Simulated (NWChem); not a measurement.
The numbers come from NWChem runs, not from measurements. System: C3H2F3, charge 0, spin multiplicity 2, at a geometry optimised with UPBE0/def2-SVP. The structure started from a generated list of species. Its SCF solution wasn't tested for a lower state. Level: G0W0@UPBE0/def2-TZVP, RI basis def2-tzvp-rifit.

Output (cleaned and shortened):

```
             Northwest Computational Chemistry Package (NWChem) 7.3.0
             --------------------------------------------------------

                                NWChem Input Module
                                -------------------

 Scaling coordinates for geometry "geometry" by  1.889725989
 (inverse scale =  0.529177249)

 Turning off AUTOSYM since
 SYMMETRY directive was detected!

                             Geometry "geometry" -> ""
                             -------------------------

 Output coordinates in angstroms (scale by  1.889725989 to convert to a.u.)

  No.       Tag          Charge          X              Y              Z
 ---- ---------------- ---------- -------------- -------------- --------------
    1 F                    9.0000    -2.63629200    -0.24018600     0.00000000
    2 C                    6.0000    -1.42989500     0.31571200     0.00000000
    3 C                    6.0000    -0.30737100    -0.49710600     0.00000000
    4 C                    6.0000     0.98300900    -0.04257300     0.00000000
    5 F                    9.0000     2.03683800    -0.82043100     0.00000000
    6 F                    9.0000     1.31098600     1.22920700     0.00000000
    7 H                    1.0000    -1.43264500     1.40695700     0.00000000
    8 H                    1.0000    -0.44559700    -1.58046900     0.00000000

 Effective nuclear repulsion energy (a.u.)     223.4079249524

            Nuclear Dipole moment (a.u.)
            ----------------------------
        X                 Y               Z
 ---------------- ---------------- ----------------
     0.0000075589    -0.0000075589     0.0000000000

      Symmetry information
      --------------------

 Group name             Cs
 Group number              2
 Group order               2
 No. of unique centers     8

      Symmetry unique atoms

     1    2    3    4    5    6    7    8


 Summary of "ao basis" -> "" (spherical)
 ------------------------------------------------------------------------------
       Tag                 Description            Shells   Functions and Types
 ---------------- ------------------------------  ------  ---------------------
 *                         def2-tzvp                  on all atoms

 new library libraries.bse/

 Summary of "ri basis" -> "" (spherical)
 ------------------------------------------------------------------------------
       Tag                 Description            Shells   Functions and Types
 ---------------- ------------------------------  ------  ---------------------
 *                      def2-tzvp-rifit               on all atoms

                                 NWChem DFT Module
                                 -----------------

 Summary of "ao basis" -> "ao basis" (spherical)
 ------------------------------------------------------------------------------
       Tag                 Description            Shells   Functions and Types
 ---------------- ------------------------------  ------  ---------------------
 F                         def2-tzvp                11       31   5s3p2d1f
 C                         def2-tzvp                11       31   5s3p2d1f
 H                         def2-tzvp                 4        6   3s1p

 Summary of "ao basis" -> "ao basis" (spherical)
 ------------------------------------------------------------------------------
       Tag                 Description            Shells   Functions and Types
 ---------------- ------------------------------  ------  ---------------------
 F                         def2-tzvp                11       31   5s3p2d1f
 C                         def2-tzvp                11       31   5s3p2d1f
 H                         def2-tzvp                 4        6   3s1p

      Symmetry analysis of basis
      --------------------------

        a'        136
        a"         62

            General Information
            -------------------
          SCF calculation type: DFT
          Wavefunction type:  spin polarized.
          No. of atoms     :     8
          No. of electrons :    47
           Alpha electrons :    24
            Beta electrons :    23
          Charge           :     0
          Spin multiplicity:     2
[...]
 overlap   1.000  0.997  0.998  0.994  0.990  0.991  0.999  0.998  0.998  0.998

   alpha     71     72     73     74     75     76     77     78     79     80
    beta     71     72     73     74     76     75     77     78     79     80
 overlap   0.999  0.999  0.993  0.998  0.993  0.997  0.997  0.990  0.997  0.999

   alpha     81     82     83     84     85     86     87     88     89     90
    beta     81     82     83     84     85     86     87     88     89     90
 overlap   0.998  0.999  0.995  0.999  0.995  1.000  0.999  0.999  0.999  0.999

   alpha     91     92     93     94     95     96     97     98     99    100
    beta     91     92     93     95     94     96     97     98     99    100
 overlap   0.999  0.998  0.998  0.999  0.999  0.998  0.999  0.999  0.980  0.914

   alpha    101    102    103    104    105    106    107    108    109    110
    beta    101    102    103    104    105    106    107    108    109    110
 overlap   0.928  0.999  0.999  0.998  0.999  0.972  0.970  0.996  0.996  0.997

   alpha    111    112    113    114    115    116    117    118    119    120
    beta    111    112    113    114    115    116    117    118    119    120
 overlap   0.998  0.997  0.998  0.992  0.993  0.999  0.979  0.994  0.984  0.990

   alpha    121    122    123    124    125    126    127    128    129    130
    beta    121    124    123    122    125    126    127    128    129    130
 overlap   0.939  0.941  0.916  0.914  0.994  0.992  0.995  0.998  0.998  0.987

   alpha    131    132    133    134    135    136    137    138    139    140
    beta    131    132    133    134    135    136    137    138    139    140
 overlap   0.925  0.999  0.931  0.998  0.998  1.000  0.998  1.000  1.000  0.999

   alpha    141    142    143    144    145    146    147    148    149    150
    beta    141    142    143    144    145    146    147    148    149    150
 overlap   0.999  1.000  1.000  1.000  0.999  1.000  0.999  1.000  1.000  1.000

   alpha    151    152    153    154    155    156    157    158    159    160
    beta    151    152    153    154    155    156    157    158    159    161
 overlap   1.000  1.000  1.000  1.000  1.000  1.000  0.998  0.999  0.999  0.999

   alpha    161    162    163    164    165    166    167    168    169    170
    beta    160    162    163    164    165    166    167    168    169    170
 overlap   0.998  1.000  1.000  1.000  1.000  1.000  1.000  1.000  1.000  1.000

   alpha    171    172    173    174    175    176    177    178    179    180
    beta    171    172    173    174    175    176    177    178    179    180
 overlap   1.000  1.000  1.000  1.000  1.000  1.000  1.000  1.000  1.000  1.000

   alpha    181    182    183    184    185    186    187    188    189    190
    beta    181    182    183    184    185    186    187    188    189    190
 overlap   0.992  0.992  1.000  1.000  1.000  1.000  1.000  1.000  1.000  0.999

   alpha    191    192    193    194    195    196    197    198
    beta    191    192    193    194    195    196    197    198
 overlap   0.999  1.000  1.000  1.000  1.000  1.000  1.000  1.000

     --------------------------
     Expectation value of S2:
     --------------------------
      <S2> =      0.7851 (Exact =     0.7500)

 center of mass
 --------------
 x =   0.05119471 y =   0.00677174 z =   0.00000000

 moments of inertia (a.u.)
 ------------------
         183.138560668699         -19.571209385192           0.000000000000
         -19.571209385192        1010.518894722186           0.000000000000
           0.000000000000           0.000000000000        1193.657455390885

     Multipole analysis of the density
     ---------------------------------

     L   x y z        total         alpha         beta         nuclear
     -   - - -        -----         -----         ----         -------
     0   0 0 0      0.000000    -24.000000    -23.000000     47.000000

     1   1 0 0      0.035241      0.327821     -0.292587      0.000008
     1   0 1 0      0.022630     -0.221408      0.244045     -0.000008
     1   0 0 1     -0.000000     -0.000000     -0.000000      0.000000

     2   2 0 0    -27.447754   -261.197977   -252.772251    486.522473
     2   1 1 0     -0.920193     -3.117145     -4.259345      6.456296
     2   1 0 1      0.000000      0.000000      0.000000      0.000000
     2   0 2 0    -22.412396    -59.406418    -58.513134     95.507156
     2   0 1 1      0.000000     -0.000000      0.000000      0.000000
     2   0 0 2    -24.227594    -12.940947    -11.286647      0.000000

 Task  times  cpu:      104.0s     wall:      104.0s

                                NWChem Input Module
                                -------------------

                                 NWChem GW Module
                                 ----------------

                             ***********************
                             ***        GW       ***
                             ***********************

 Summary of "ri basis" -> "ri basis" (spherical)
 ------------------------------------------------------------------------------
       Tag                 Description            Shells   Functions and Types
 ---------------- ------------------------------  ------  ---------------------
 F                      def2-tzvp-rifit             22       76   8s6p4d3f1g
 C                      def2-tzvp-rifit             22       76   8s6p4d3f1g
 H                      def2-tzvp-rifit              7       15   4s2p1d

                 Memory Information
                 ------------------
          Available GA per process is          1699.4 MBs
          Available stack per process is        700.0 MBs
          Available heap per process is           0.9 MBs

          Peak memory in Initialization
              Peak GA per process is                 39.7 MBs
              Peak stack per process is               0.5 MBs
              Peak heap per process is               40.1 MBs
              Memory not in MA per process            0.0 MBs

          Peak memory in CDGW Calculation
              Peak GA per process is                 43.2 MBs
              Peak stack per process is               3.6 MBs
              Peak heap per process is                5.8 MBs
              Memory not in MA per process            0.1 MBs

          Computing 2-center integrals
          Computing Inverse Cholesky factor
          Computing 3-center integrals
          Computing Vxc

          Computing Sigma_x
          Computing W(iw) on the imaginary grid
          Solving quasiparticle equations

                  Alpha Orbitals
          State     Energy (eV)     Error (eV)
          -----------------------------------
@GW        21        -14.855           0.002
@GW        22        -13.534           0.002
@GW        23        -10.925           0.005
@GW        24         -7.404           0.002
@GW        25          3.115           0.002
@GW        26          3.790           0.004

                   Beta Orbitals
          State     Energy (eV)     Error (eV)
          -----------------------------------
@GW        20        -15.171           0.002
@GW        21        -14.813           0.002
@GW        22        -13.454           0.002
@GW        23        -10.667           0.002
@GW        24          0.364           0.002
@GW        25          3.583           0.005

     GW Timing Statistics
   ------------------------
   Init.   :          0.2s
     ERIs  :          5.6s
     Distr.:          0.1s
     Vxc   :          9.1s
   Vmo     :          0.0s
   iW      :         15.8s
   I_n     :          0.0s
   R_n     :          7.1s
   GW total:         37.8s

 Task  times  cpu:       37.8s     wall:       37.8s

 Total times  cpu:      141.8s     wall:      141.8s
```

### Question
Write an NWChem input that would produce this output.

### Answer
Several could match; the one computed here: 
```
start mol
memory heap 200 mb stack 700 mb global 1700 mb
geometry units angstroms nocenter noautoz
  F     -2.636292    -0.240186     0.000000
  C     -1.429895     0.315712     0.000000
  C     -0.307371    -0.497106     0.000000
  C      0.983009    -0.042573     0.000000
  F      2.036838    -0.820431     0.000000
  F      1.310986     1.229207     0.000000
  H     -1.432645     1.406957     0.000000
  H     -0.445597    -1.580469     0.000000
  symmetry group Cs
end
basis spherical
  * library def2-tzvp
end
basis "ri basis" bse spherical
  * library def2-tzvp-rifit
end
dft
  xc pbe0
  odft
  mult 2
  iterations 100
  direct
  tolerances tight
end
task dft energy
gw
  method cdgw
  states alpha occ 4 vir 2
  states beta occ 4 vir 2
end
task dft gw
```
